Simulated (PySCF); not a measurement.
1-fluorohexane, C6H13F.
SMILES with atom numbers: `[CH3:1][CH2:2][CH2:3][CH2:4][CH2:5][CH2:6][F:7]` (hydrogens: H8, H9, H10 on C1; H11, H12 on C2; H13, H14 on C3; H15, H16 on C4; H17, H18 on C5; H19, H20 on C6)

The same species was optimised twice, with GFN2-xTB and with PBE0-D3(BJ)/def2-SVP (PySCF), and the same property calculations (PySCF, gas phase) were run on both structures.

| coordinate | GFN2-xTB | PBE0-D3(BJ)/def2-SVP | change |
| --- | --- | --- | --- |
| C5–C6 (Å) | 1.521 | 1.510 | -0.011 |
| C4–C5 (Å) | 1.528 | 1.521 | -0.007 |
| C3–C4 (Å) | 1.526 | 1.521 | -0.005 |
| C2–C3 (Å) | 1.527 | 1.523 | -0.004 |
| C1–C2 (Å) | 1.524 | 1.520 | -0.004 |
| C6–F7 (Å) | 1.375 | 1.376 | +0.001 |
| C3–C4–C5 (°) | 111.9 | 113.7 | +1.8 |
| C1–C2–C3 (°) | 111.8 | 113.5 | +1.7 |
| C2–C3–C4 (°) | 112.0 | 113.5 | +1.5 |
| C4–C5–C6 (°) | 111.9 | 113.4 | +1.5 |
| C5–C6–F7 (°) | 110.7 | 110.4 | -0.3 |
| C1–C2–C3–C4 (°) | 180 | 180 | 0 |
| C2–C3–C4–C5 (°) | 180 | 180 | 0 |
| C3–C4–C5–C6 (°) | 180 | -178 | +2 |
| C4–C5–C6–F7 (°) | 64 | 60 | -4 |

Rotational constants: A = 8617, B = 819.0, C = 785.7 MHz (GFN2-xTB) against A = 8504, B = 818.0, C = 783.2 MHz (PBE0-D3(BJ)/def2-SVP). Point groups within 0.08 Å: C1 and C1.

On the GFN2-xTB structure: HOMO (eV) -8.68 [PBE0/pcSseg-1]; LUMO (eV) 1.51 [PBE0/pcSseg-1]; dipole (D) 1.75 [PBE0/pcSseg-1]; GIAO shielding of C1 (ppm) 169.5 [PBE0/pcSseg-1]; GIAO shielding of C2 (ppm) 158.1 [PBE0/pcSseg-1]; GIAO shielding of C3 (ppm) 148.6 [PBE0/pcSseg-1]; GIAO shielding of C4 (ppm) 154.5 [PBE0/pcSseg-1]; GIAO shielding of C5 (ppm) 149.9 [PBE0/pcSseg-1]; GIAO shielding of C6 (ppm) 99.7 [PBE0/pcSseg-1]; GIAO shielding of F7 (ppm) 422.4 [PBE0/pcSseg-1].

**Question.** What do these properties become on the PBE0-D3(BJ)/def2-SVP structure?

**Answer.** 
| property | level | on GFN2-xTB | on PBE0-D3(BJ)/def2-SVP | change |
| --- | --- | --- | --- | --- |
| HOMO (eV) | PBE0/pcSseg-1 | -8.68 | -8.85 | -0.17 |
| LUMO (eV) | PBE0/pcSseg-1 | 1.51 | 1.50 | -0.01 |
| dipole (D) | PBE0/pcSseg-1 | 1.75 | 1.73 | -0.02 |
| energy, GFN2-xTB geometry as zero (kcal/mol) | PBE0/pcSseg-1 | 0.0 | -0.7 | -0.7 |
| GIAO shielding of C1 (ppm) | PBE0/pcSseg-1 | 169.5 | 167.7 | -1.8 |
| GIAO shielding of C2 (ppm) | PBE0/pcSseg-1 | 158.1 | 157.2 | -0.9 |
| GIAO shielding of C3 (ppm) | PBE0/pcSseg-1 | 148.6 | 148.3 | -0.3 |
| GIAO shielding of C4 (ppm) | PBE0/pcSseg-1 | 154.5 | 154.5 | 0.0 |
| GIAO shielding of C5 (ppm) | PBE0/pcSseg-1 | 149.9 | 149.5 | -0.4 |
| GIAO shielding of C6 (ppm) | PBE0/pcSseg-1 | 99.7 | 100.1 | +0.4 |
| GIAO shielding of F7 (ppm) | PBE0/pcSseg-1 | 422.4 | 420.7 | -1.7 |

The heavy atoms differ by 0.024 Å rms after alignment. Among bonds between heavy atoms C5–C6 changes most (-0.011 Å). Changes are differences of the printed values. Neither structure is proved a minimum here.

Shape of the structure used: `[CH3:1][CH2:2][CH2:3][CH2:4][CH2:5][CH2:6][F:7]`: C1–C2–C3–C4 180°, C2–C3–C4–C5 180°, C3–C4–C5–C6 -178°, C4–C5–C6–F7 60°.
